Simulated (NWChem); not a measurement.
# CH5NO2Si; SMILES C1O[SiH](N)O1

```xyz
10

N      0.0545    -1.9238     0.4564
Si     0.0645    -0.4592    -0.4125
O      1.0926     0.7987     0.1329
C     -0.0691     1.6193     0.3050
O     -1.1266     0.7131    -0.0343
H     -0.0291    -1.9858     1.4722
H      0.1247    -2.8338     0.0002
H      0.1913    -0.8441    -1.8519
H     -0.0514     2.4961    -0.3855
H     -0.1628     1.9746     1.3594
```
Atoms are numbered in this order, from 1.

Level: PBE-D3(BJ)/def2-SVP (NWChem), optimised geometry, unscaled harmonic frequencies. 

```
frequency (cm⁻¹)  IR intensity (km/mol)
----------------  ---------------------
127                                 5.4
186                                 2.0
274                               159.8
335                                18.9
384                                32.7
603                                30.4
684                                 2.3
708                                33.2
714                                38.2
851                                33.0
894                                31.6
967                               160.1
978                               378.2
1060                               76.4
1108                                0.2
1111                                4.7
1322                               14.4
1476                               70.1
1484                                8.7
2208                              149.6
2916                              124.1
2966                               62.6
3517                               41.8
3623                               43.4
```

| Quantity | Value |
|---|---|
| zero-point energy | 43.6 kcal/mol |
| thermal correction to the enthalpy at 298.15 K (with zero-point energy) | 48.0 kcal/mol |
| heat capacity Cv | 21.1 cal/(mol K) |
| entropy at 298.15 K and 1 atm (symmetry number 1) | 76.3 cal/(mol K) |
| dipole moment | 2.14 D |

Rigid rotor and harmonic oscillator.
